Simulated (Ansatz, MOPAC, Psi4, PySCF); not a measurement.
Dimer: F2H2Si (SMILES F[SiH2]F) (first 5 atoms) with HF (SMILES F); geometry from B3LYP-D3(BJ)/def2-TZVP.
(charge 0, multiplicity 1):
```xyz
7

F      0.657     0.016    -1.451
Si     0.079    -0.388    -0.027
F      0.650     0.690     1.024
H     -1.382    -0.264    -0.048
H      0.606    -1.704     0.350
F     -0.357    -0.025     3.433
H      0.121     0.454     2.793
```

Interaction energies are E(AB) − E(A) − E(B) at the monomers' geometry in the complex; basis-set methods are counterpoise corrected.

Frozen-core correlation. The state that AM1, PM3 reach isn't checked.

The values were computed with Ansatz (an electronic-structure program); MOPAC for AM1, PM3 (differences of heats of formation); Psi4 for SAPT; PySCF for the dispersion terms. Values without a source in brackets are computed.

```
level                      interaction energy (meV)
-------------------------  ------------------------
AM1                                            -3.0
PM3                                          -202.1
SVWN5/def2-TZVPPD                            -271.0
revPBE-D3(BJ)/def2-TZVPPD                    -130.0
revPBE-D4/def2-TZVPPD                        -133.0
B3LYP-D3(BJ)/def2-TZVPPD                 (withheld)
BHLYP-D4/def2-TZVPPD                         -198.6
CAM-B3LYP-D4/def2-TZVPPD                     -197.2
SAPT0/jun-cc-pV(D+d)Z                    (withheld)
```

Q: Fill in the missing entries.

A: 
- B3LYP-D3(BJ)/def2-TZVPPD, interaction energy (meV): -180.7
- SAPT0/jun-cc-pV(D+d)Z, interaction energy (meV): -189.9
